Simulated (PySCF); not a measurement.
## SeH⁺: from constants to spectrum

UHF-CCSD(T) constants of SeH⁺, ³Σ⁻ (triplet), unpaired electrons π ↑↑ (basis H jorge-DZP-DKH, Se jorge-DZP-DKH; spin-free X2C with a Gaussian nucleus; PySCF 2.14; masses 1.0078 and 79.9165 u):

| Quantity | Value |
| --- | --- |
| ωe | 2512.0 cm⁻¹ |
| ωexe | 50.6 cm⁻¹ |
| Be | 7.9947 cm⁻¹ |
| αe | 0.227 cm⁻¹ |
| De to H + Se⁺ | 2.89 eV |

(1) What force constant and bond length do these constants imply?

(2) Estimate the centrifugal constant D from the Kratzer relation and find the Dunham coefficient a1.

Correlated steps freeze 9 core orbitals. Correlated levels converge slowly with the basis: in double zeta they bind strong bonds too weakly, by up to about 1 eV, and carry superposition errors of some tenths. Spin–orbit coupling is left out. For an ion De counts to the pair picked by the measured ionisation energies or electron affinities, which need not be the lowest pair at this level. The state was picked by a PBE0 search and need not be the measured ground state.

Results:

(1) Reduced mass μred = 0.99527 u; k = 5.8918×10⁻⁷·μred·ωe² (u, cm⁻¹, mdyn/Å) = 3.70 mdyn/Å; Re = √(16.8576/(μred·Be)) (u, cm⁻¹, Å) = 1.456 Å.

(2) D = 4Be³/ωe² = 0.000324 cm⁻¹; a1 = −1 − αeωe/(6Be²) = -2.49.
